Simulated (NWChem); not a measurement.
System: BeF, doublet; SMILES [Be][F]

Here is an NWChem input.

```
start job
memory heap 200 mb stack 900 mb global 1100 mb
geometry units angstroms noautoz
  Be     0.000000     0.000000    -0.967189
  F      0.000000     0.000000     0.429859
end
basis spherical
  * library 6-31g*
end
dft
  odft
  mult 2
  xc pbe0
  iterations 150
  mulliken
end
task dft energy
```

Structure relaxed at the PBE0/def2-SVP, spin-unrestricted level. This spin state was assumed; another may lie lower. No stability test was run on the SCF state.

### Question
Predict the main results of this run. (PBE0/6-31G* (spherical d), spin-unrestricted.) Quantities: energy (Ha); highest occupied level (eV); lowest empty minus highest occupied level, either spin (eV); dipole (D); <S²>.

### Answer
energy (Ha): -114.48
highest occupied level (eV): -6.27
lowest empty minus highest occupied level, either spin (eV): 4.41
dipole (D): 1.06
<S²>: 0.751
